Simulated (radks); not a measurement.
Species: Ru. Configuration: [Kr] 4d7 5s1 (the NIST ground configuration).

Method: scalar-relativistic Kohn-Sham, SCAN, spin-polarised, spherical densities, finite nucleus; open shells are filled with parallel spins first (spin-orbit coupling, left out, can overturn this in heavy ions); meta-GGA in the generalised Kohn-Sham scheme; Fermi nuclear charge, rms radius 4.4809 fm; computed with a radial shooting solver on a logarithmic mesh with Libxc functionals.

Energy parts (Ry):
| part | energy |
|---|---|
| total | -9063.47838 |
| kinetic | 9372.60172 |
| electron-nucleus | -21863.39589 |
| Hartree | 3695.92430 |
| exchange-correlation | -268.60851 |

Orbitals (lengths in bohr, moments of r in powers of bohr):
[
 {"orbital": "1s up", "occ.": "1", "eigenvalue (Ry)": "-1615.702", "<r^4>": "5.920e-06", "<r^2>": "0.001510"},
 {"orbital": "1s down", "occ.": "1", "eigenvalue (Ry)": "-1615.700", "<r^4>": "5.920e-06", "<r^2>": "0.001510"},
 {"orbital": "2s up", "occ.": "1", "eigenvalue (Ry)": "-233.3424", "<r^4>": "0.001075", "<r^2>": "0.02498"},
 {"orbital": "2s down", "occ.": "1", "eigenvalue (Ry)": "-233.3090", "<r^4>": "0.001075", "<r^2>": "0.02498"},
 {"orbital": "2p up", "occ.": "3", "eigenvalue (Ry)": "-208.7373", "<r^4>": "0.0007726", "<r^2>": "0.01970"},
 {"orbital": "2p down", "occ.": "3", "eigenvalue (Ry)": "-208.7106", "<r^4>": "0.0007724", "<r^2>": "0.01969"},
 {"orbital": "3s up", "occ.": "1", "eigenvalue (Ry)": "-41.50882", "<r^4>": "0.05258", "<r^2>": "0.1846"},
 {"orbital": "3s down", "occ.": "1", "eigenvalue (Ry)": "-41.49404", "<r^4>": "0.05254", "<r^2>": "0.1846"},
 {"orbital": "3p up", "occ.": "3", "eigenvalue (Ry)": "-33.34597", "<r^4>": "0.05750", "<r^2>": "0.1882"},
 {"orbital": "3p down", "occ.": "3", "eigenvalue (Ry)": "-33.32726", "<r^4>": "0.05742", "<r^2>": "0.1882"},
 {"orbital": "3d up", "occ.": "5", "eigenvalue (Ry)": "-20.28337", "<r^4>": "0.05978", "<r^2>": "0.1767"},
 {"orbital": "3d down", "occ.": "5", "eigenvalue (Ry)": "-20.24988", "<r^4>": "0.05956", "<r^2>": "0.1766"},
 {"orbital": "4s up", "occ.": "1", "eigenvalue (Ry)": "-5.84993", "<r^4>": "2.129", "<r^2>": "1.186"},
 {"orbital": "4s down", "occ.": "1", "eigenvalue (Ry)": "-5.67591", "<r^4>": "2.102", "<r^2>": "1.179"},
 {"orbital": "4p up", "occ.": "3", "eigenvalue (Ry)": "-3.58878", "<r^4>": "3.458", "<r^2>": "1.469"},
 {"orbital": "4p down", "occ.": "3", "eigenvalue (Ry)": "-3.40274", "<r^4>": "3.390", "<r^2>": "1.457"},
 {"orbital": "4d up", "occ.": "5", "eigenvalue (Ry)": "-0.45905", "<r^4>": "28.84", "<r^2>": "3.553"},
 {"orbital": "5s up", "occ.": "1", "eigenvalue (Ry)": "-0.38382", "<r^4>": "231.8", "<r^2>": "11.90"},
 {"orbital": "4d down", "occ.": "2", "eigenvalue (Ry)": "-0.25906", "<r^4>": "37.20", "<r^2>": "3.807"}
]

The highest occupied level is 4d down at -3.525 eV. For comparison, the ionisation energy in NIST's Atomic Spectra Database is 7.361 eV (measured). In exact Kohn-Sham theory the highest level is minus the ionisation energy, but local and semilocal functionals leave it too shallow, through self-interaction and a potential that decays too fast; potentials with the right tail come closer. The density falls to 0.001 e/bohr^3 at r = 4.46 bohr. Spin moment in Bohr magnetons: 4. Summed over all electrons, <r^2> = 51.86 bohr^2, which gives a Langevin (diamagnetic) susceptibility term of -41.1 x 10^-6 cm^3/mol. The electron density at the nucleus is 1.124e+05 e/bohr^3 (large components only). The spin density at the nucleus is 11.76 e/bohr^3 (1s 0.02, 2s -0.77, 3s 0.84, 4s -2.24, 5s 13.91).

Empty levels of this run are not shown, since the potential may be unsettled where no density lies.
